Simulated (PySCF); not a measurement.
How methods differ on the excitation energy of Sm+

Sm+ [Xe] 4f6 6s1 (8F) → Sm+ [Xe] 4f7 (8S), as a difference of total energies. All numbers are calculated (PySCF 2.14, the spin-free X2C one-electron Hamiltonian (Gaussian nucleus), in cc-pVDZ-X2C). Correlated levels: valence: [Kr] 4d10 frozen; valence and next inner shell: [Ar] 3d10 frozen. The calculations carry no spin-orbit coupling.

| method | excitation energy (cm⁻¹) |
| --- | --- |
| UHF | 39517 |
| LDA | 10762 |
| PBE | 12244 |
| PBE0 | 18004 |
| r2SCAN | 15161 |
| MP2 (valence) | 20964 |
| SCS-MP2 (valence) | 30250 |
| MP2 (valence and next inner shell) | 18656 |
| SCS-MP2 (valence and next inner shell) | 28351 |

A first-order spin-orbit estimate (lowest level to lowest level, LS coupling) adds 0.307 eV.
